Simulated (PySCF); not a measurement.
`CS[Si@H](C)C#N`. Method: PBE0-D3(BJ)/def2-SVP geometry optimisation, gas phase (PySCF).

```
atom  x, y, z in Å
C1     2.3795    0.2621   -0.4586
S2     0.8006    0.2702   -1.3709
Si3   -0.5139   -0.4069    0.1600
C4    -2.2658   -0.3738   -0.4664
C5    -0.3476    0.7646    1.6066
N6    -0.2075    1.5035    2.4902
H7     3.1496    0.5907   -1.1686
H8     2.3496    0.9637    0.3868
H9     2.6312   -0.7469   -0.1028
H10   -0.1013   -1.7353    0.6974
H11   -2.9607   -0.7025    0.3209
H12   -2.5418    0.6451   -0.7755
H13   -2.3735   -1.0456   -1.3313
```

(1) Which two atoms are farthest apart?

(2) How far are the heavy atoms from their best plane (unweighted least squares)?

(3) Work out the bond lengths C1–S2, C1–H7, C1–H8, C1–H9, S2–Si3, C4–H11, C4–H12, C5≡N6 in Å.

(4) Where is the centre of mass (commonest isotopes), and what is the radius of gyration?

(5) How far apart are these pairs, which share no bond: H7···H9, H7···H12, H9···H10, H9···H11?

(6) What are the angles H7–C1–H8, C5–Si3–H10, C4–Si3–H10, C4–Si3–C5, Si3–C4–H13?

(7) Write the matrix of distances between heavy atoms (Å, lower triangle).

Answers

(1) H7···H11, 6.42 Å; the next longest distance is 5.76 Å.

(2) 0.310 Å rms; C1 0.21, S2 0.46, Si3 0.51, C4 0.10, C5 0.07, N6 0.22 Å (magnitudes).

(3) For C1–S2 the difference vector is (-1.5789, 0.0081, -0.9123) Å, of length 1.8235 Å. C1–S2 1.824; C1–H7 1.098; C1–H8 1.099; C1–H9 1.099; S2–Si3 2.128; C4–H11 1.100; C4–H12 1.100; C5≡N6 1.160 Å.

(4) Mass 117.007 u; centre at (0.048, 0.206, 0.015) Å; Rg = √(Σ m r²/M) = 1.942 Å. As Ia + Ib + Ic = 2 Σ m r², the three principal moments sum to 882.2 u·Å².

(5) H7···H9 1.787 Å (2 bonds apart); H7···H12 5.705 Å (5 bonds apart); H9···H10 3.014 Å (4 bonds apart); H9···H11 5.608 Å (5 bonds apart).

(6) From the scalar product of the two bond vectors; for H7–C1–H8 it is -0.3927 Å² over 1.0978 × 1.0990 Å², cos θ = -0.3255. H7–C1–H8 109.0°; C5–Si3–H10 104.8°; C4–Si3–H10 113.4°; C4–Si3–C5 109.5°; Si3–C4–H13 110.2°.

(7) 
```
C1    0.000
S2    1.824  0.000
Si3   3.033  2.128  0.000
C4    4.689  3.261  1.861  0.000
C5    3.458  3.229  1.869  3.045  0.000
N6    4.114  4.177  3.029  4.062  1.160  0.000
```

No frequency check. The numbers are those of one conformer.
